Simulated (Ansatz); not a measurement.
Program: Ansatz. Geometries: PBE0-D4/def2-TZVP. ΔE: electronic, gas phase. CBS: MP2 limit from def2 TZ/QZ plus the TZ coupled-cluster correction, frozen cores. This one scheme is used for every species. DFT in def2-TZVPP. B3LYP here is the variant with VWN-RPA as its local correlation; programs differ in this. Each species was taken in one conformer, which may not be the lowest.

Reaction (substitution at a C–B bond): `CC(C)B(F)F` + `OBS` → `CC(C)OBS` + `FBF`

```tsv
level	ΔE (kJ/mol)	difference from CCSD(T)/CBS
PBE-D4	59.2	0.7
r2SCAN-D4	60.5	2.0
PBE0-D4	61.9	3.4
B3LYP-D4	53.1	-5.4
ωB97X-V	56.1	-2.4
ωB97M-V	59.8	1.3
B2PLYP	54.9	-3.6
PBE	60.3	1.8
r2SCAN	61.4	2.9
PBE0	63.1	4.6
B3LYP	54.4	-4.1
HF/def2-TZVPP	50.5	-8.0
MP2/def2-TZVPP	58.9	0.4
SCS-MP2/def2-TZVPP	54.1	-4.4
CCSD/def2-TZVPP	57.5	-1.0
CCSD(T)/def2-TZVPP	56.5	-2.0
HF/def2-QZVPP	49.7	-8.8
MP2/def2-QZVPP	59.7	1.2
SCS-MP2/def2-QZVPP	55.3	-3.2
HF/CBS(def2)	49.6	-8.9
MP2/CBS(def2)	60.8	2.3
CCSD/CBS(def2)	59.5	1.0
CCSD(T)/CBS	58.5	0
```

Largest T1 diagnostic among the species: 0.013.

In def2-TZVPP, CCSD(T) changes the Hartree–Fock value by +6.1 kJ/mol (the triples alone add −1.0 kJ/mol) and MP2 by +8.4 kJ/mol.
